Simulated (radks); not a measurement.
Neutral silicon inside a hard spherical wall (all orbitals vanish at R), configuration held at [Ne] 3s2 3p2 and not refilled when levels cross. Method: non-relativistic Kohn-Sham, LDA (Slater exchange, Perdew-Wang correlation), spin-polarised, spherical densities, point nucleus; open shells are filled with parallel spins first; computed with a radial shooting solver on a logarithmic mesh with Libxc functionals. Eigenvalues in eV for spin up, with the zero of energy where the potential of the charges vanishes at infinity; a dash marks a level that is unbound or too diffuse for the functional's potential to be trusted. A positive occupied level is held by the wall or, in an anion where self-interaction has pushed it up, behind a barrier. The pressure on the wall is -dE/dV.

| R (bohr) | E (hartree) | kinetic (hartree) | e(2s) | e(2p) | e(3s) | e(3p) | e(4s, empty) | e(4p, empty) | pressure (GPa) |
|---|---|---|---|---|---|---|---|---|---|
| free | -288.21781 | 287.517 | -137.95 | -95.519 | -11.333 | -4.624 | -0.402 | - | 0 |
| 20 | -288.21781 | 287.517 | -137.95 | -95.519 | -11.333 | -4.624 | -0.388 | 0.371 | < 0.0001 |
| 15 | -288.21781 | 287.517 | -137.95 | -95.519 | -11.333 | -4.624 | -0.316 | 0.677 | < 0.0001 |
| 12 | -288.21779 | 287.517 | -137.94 | -95.515 | -11.330 | -4.621 | -0.113 | 1.203 | 0.000434 |
| 8 | -288.21537 | 287.537 | -137.75 | -95.324 | -11.199 | -4.479 | 1.585 | 4.114 | 0.105 |
| 7 | -288.20987 | 287.573 | -137.46 | -95.028 | -11.006 | -4.252 | 3.119 | 6.299 | 0.450 |
| 3 | -286.83413 | 292.289 | -120.91 | -78.361 | 4.216 | 14.254 | 71.383 | 79.563 | 536 |
| 2.5 | -285.21192 | 296.672 | -111.60 | -68.914 | 18.443 | 30.193 | 122.31 | 129.52 | 1830 |
| 2 | -281.08120 | 306.817 | -96.109 | -52.940 | 52.493 | 65.805 | 228.34 | 229.47 | 7760 |
| 1.5 | -268.32555 | 335.798 | -64.633 | -19.390 | 151.53 | 160.68 | 490.60 | 465.55 | 47400 |
